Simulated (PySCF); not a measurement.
A structure optimised at PBE0-D3(BJ)/def2-SVP, used in a PySCF frequency run:

```xyz
4

Sb     0.3713    -0.7817     0.0000
F     -1.3468    -1.6617     0.0000
Br    -0.0974     0.7831    -1.9051
Br    -0.0974     0.7831     1.9051
```

Question: Write its SMILES, formula and point group.

Answer: [F][Sb]([Br])[Br], Br2FSb, Cs

Question: What are its rotational constants (standard atomic weights)?

Answer: 1.8208, 0.79894, 0.62780 GHz
